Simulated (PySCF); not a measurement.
A structure optimised at PBE-D3(BJ)/def2-SVP, used in a PySCF frequency run:

```
Si
F 1 1.6516
H 1 1.5024 2 107.59
C 1 1.8698 3 112.32 2 121.90
H 4 1.1078 1 111.96 3 -50.31
H 4 1.1085 5 108.58 1 122.83
H 4 1.1091 5 108.77 6 117.58
C 1 1.9358 3 107.87 2 -118.69
O 8 1.2282 1 114.37 3 -67.86
C 8 1.5089 9 123.23 1 -179.76
H 10 1.1074 8 110.77 9 -0.92
H 10 1.1111 11 110.49 8 121.99
H 10 1.1114 11 110.27 12 116.48
```
Charge 0, spin multiplicity 1.

Question: Write its SMILES and formula.

Answer: CC(=O)[Si@@H](C)F, C3H7FOSi

Question: What are its rotational constants (standard atomic weights)?

Answer: 3.6840, 2.1745, 1.5396 GHz
